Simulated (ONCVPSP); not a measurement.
**Which change was made? (Rb, ONCV)**

ONCVPSP 4.0.1 input, shortened (lines: element, Z, core and valence counts, functional; n l f; lmax; l rc ep ncon nbas qcut; lloc lpopt rc5 dvloc0; l nproj debl; icmod fcfact rcfact), PBE, scalar-relativistic:

```
  Rb 37.00    6    3        4      upf
    1    0    2.00
    2    0    2.00
    2    1    6.00
    3    0    2.00
    3    1    6.00
    3    2   10.00
    4    0    2.00
    4    1    6.00
    5    0    1.00
    2
    0    2.30    0.00    4    8    6.10
    1    2.30    0.00    4    8    4.90
    2    2.00    0.09    4    9    4.50
    4    5    1.35   -1.00
    0    3    2.10
    1    2    3.80
    2    2    2.80
    0    0.00    0.00
```

Cutoffs, loose and tight: the cutoffs (Ha) at which the residual kinetic energy of the hardest occupied pseudo-wave falls to 1 and 0.1 mHa per electron. They do not see the model core or the augmentation charge, which bear on the density cutoff. Test errors are all-electron minus pseudo excitation energies from the reference, over the configurations 4s2 4p6 5s0; 4s2 4p6 5s0.5; 4s2 4p6 5s0 5p1; 4s2 4p5 5s1; variants that change the core or the reference have their own tests.

The base gives: outcome: generated; cutoff, loose: 11 Ha; cutoff, tight: 13 Ha; bound ghosts: none; GHOST(+) flags above zero: s; largest test error (meV): -15.

**Question.** After one change the result is: outcome: generated; cutoff, loose: 8.3 Ha; cutoff, tight: 11 Ha; bound ghosts: d; GHOST(+) flags above zero: s; largest test error (meV): -15. Which change was it?
A. all radii scaled by about 1.17 (s 2.70, p 2.70, d 2.34 bohr); local potential polynomial inside 1.58 bohr (lpopt 5, dvloc0 -1 Ha)
B. all radii scaled by about 1.32 (s 3.04, p 3.04, d 2.64 bohr); local potential polynomial inside 1.78 bohr (lpopt 5, dvloc0 -1 Ha)
C. all radii scaled by about 0.80 (s 1.84, p 1.84, d 1.60 bohr); local potential polynomial inside 1.08 bohr (lpopt 5, dvloc0 -1 Ha)

**Answer.** A. The others give: all radii scaled by about 1.32 (s 3.04, p 3.04, d 2.64 bohr); local potential polynomial inside 1.78 bohr (lpopt 5, dvloc0 -1 Ha) → outcome: generated; cutoff, loose: 7.9 Ha; cutoff, tight: 10 Ha; bound ghosts: none; GHOST(+) flags above zero: s; largest test error (meV): -7.1 | all radii scaled by about 0.80 (s 1.84, p 1.84, d 1.60 bohr); local potential polynomial inside 1.08 bohr (lpopt 5, dvloc0 -1 Ha) → outcome: generated; cutoff, loose: 14 Ha; cutoff, tight: 31 Ha; bound ghosts: none; GHOST(+) flags above zero: s, p; largest test error (meV): -12.
